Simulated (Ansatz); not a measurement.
**A small benchmark: atomisation enthalpy at 298 K**

10 molecules holding Si, Ge, B, Al, Ga, P or As; the atomisation enthalpy at 298 K in kJ/mol, computed less measured. Shapes, held fixed at every level: PBE0-D4/def2-TZVP. Thermal terms are harmonic and unscaled (PBE0-D4/def2-TZVP); the spin-orbit lowering of the free atoms is taken from their spectra. Programs: Ansatz 0.2.0. Measured values: NIST-JANAF tables.

Levels: A = HF/def2-SVP; B = HF/def2-TZVPP; C = B3LYP/6-31G* (spherical functions); D = B2PLYP/def2-TZVPP.

```json
{"molecule": "B(BO)O (diboron dioxide)", "from tabulated heats": "2095", "A": "-581", "B": "-632", "C": "+3", "D": "+7"}
{"molecule": "BBr2Cl (dibromo(chloro)borane)", "from tabulated heats": "1187", "A": "-306", "B": "-332", "C": "-44", "D": "-22"}
{"molecule": "BBr2F (dibromofluoroborane)", "from tabulated heats": "1388", "A": "-352", "B": "-375", "C": "-27", "D": "-23"}
{"molecule": "BBrF2 (SMILES FB(F)Br)", "from tabulated heats": "1661", "A": "-391", "B": "-410", "C": "-6", "D": "-14"}
{"molecule": "BCl2F (dichlorofluoroborane)", "from tabulated heats": "1537", "A": "-350", "B": "-374", "C": "-26", "D": "-18"}
{"molecule": "BCl3 (SMILES ClB(Cl)Cl)", "from tabulated heats": "1337", "A": "-307", "B": "-334", "C": "-45", "D": "-21"}
{"molecule": "PF3 (phosphorus trifluoride)", "from tabulated heats": "1513", "A": "-649", "B": "-548", "C": "-83", "D": "-32"}
{"molecule": "SiH2Cl2 (dichlorosilane (DCS))", "from tabulated heats": "1449", "A": "-383", "B": "-353", "C": "-86", "D": "-36"}
{"molecule": "SiH2F2 (SMILES F[SiH2]F)", "from tabulated heats": "1836", "A": "-520", "B": "-461", "C": "-80", "D": "-41"}
{"molecule": "SiF4 (silicon tetrafluoride)", "from tabulated heats": "2382", "A": "-726", "B": "-613", "C": "-119", "D": "-51"}
```

Q: Sum up the errors.

A: 
```
                             level           kind  mean error  mean absolute error  worst case
                       HF/def2-SVP   Hartree–Fock      -456.5                456.5        SiF4
                     HF/def2-TZVPP   Hartree–Fock      -443.2                443.2      B(BO)O
B3LYP/6-31G* (spherical functions)  global hybrid       -51.3                 51.9        SiF4
                 B2PLYP/def2-TZVPP  double hybrid       -25.1                 26.5        SiF4
```

On this set B2PLYP/def2-TZVPP has the smallest mean absolute error and HF/def2-SVP the largest. HF/def2-SVP is too low in 10 of 10; HF/def2-TZVPP is too low in 10 of 10; B3LYP/6-31G* (spherical functions) is too low in 9 of 10; B2PLYP/def2-TZVPP is too low in 9 of 10. The heats of SiH2Cl2 (dichlorosilane (DCS)) come from older tables and can be uncertain by 10 kJ/mol or more. Heats of the atoms come from ATcT where it has them, that of boron, 570 kJ/mol, from recent work. The levels differ in basis as well as in method. The tabulated values of B(BO)O, BBr2Cl, BBr2F, BBrF2, BCl2F, SiH2F2 are in doubt (older tables, estimates, or at odds with other calculations) and kept here. Over the 4 molecules whose values aren't doubted the mean absolute errors are A 516.2; B 462.0; C 83.2; D 35.0. The largest two are near a tie. For HF/def2-SVP and HF/def2-TZVPP the error tends to grow with the atomisation enthalpy. Hartree–Fock lacks correlation and underbinds. Relativity is left out for Br. Outer-core shells of Br are correlated, in sets that cover them unevenly. The set is small.
